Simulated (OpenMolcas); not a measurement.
Nd2+ among 6 point charges of -0.5 e arranged as a tetragonal octahedron (D4h). The axial distance is 0.97 times the equatorial one, R.

```json
{"Program": "OpenMolcas 26.06", "Method": "CASSCF", "Basis": "ANO-RCC-VDZP [7s6p4d2f1g]", "Scalar Hamiltonian": "DKH2, point nucleus", "Active space": "4 electrons in 7 orbitals (4f)", "State averaging": "2S+1 = 5 even, 35 roots (32 in the spin-orbit step); 2S+1 = 3 even, 126 roots kept (CI in the orbitals of an earlier block, 106 in the spin-orbit step); 2S+1 = 1 even, 96 roots kept (CI in the orbitals of an earlier block, 31 in the spin-orbit step)", "Spin-orbit coupling": "RASSI with atomic mean-field integrals over the reference wave functions"}
```

All point charges move together. At R = 2.62 Å the width of the lowest J multiplet is 100 cm-1, and at R = 2.86 Å it is 69 cm-1.

Task: A third run gives 125 cm-1. What distance was it run at?

Result: With a power law R^-n the two known points give n = -ln(69 / 100) / ln(2.86 / 2.62) = 4.23. Then R = 2.62 × (100 / 125)^(1/4.23) = 2.485 Å. The run was at 2.49 Å, so the estimate is off by -0.005 Å.

High states are left out of the spin-orbit mixing, which shifts the levels that they would mix with. This is an electrostatic model: the charges have no orbitals. An unlabelled pair can be two single states that coincide in this model. No measured value stands beside these numbers.
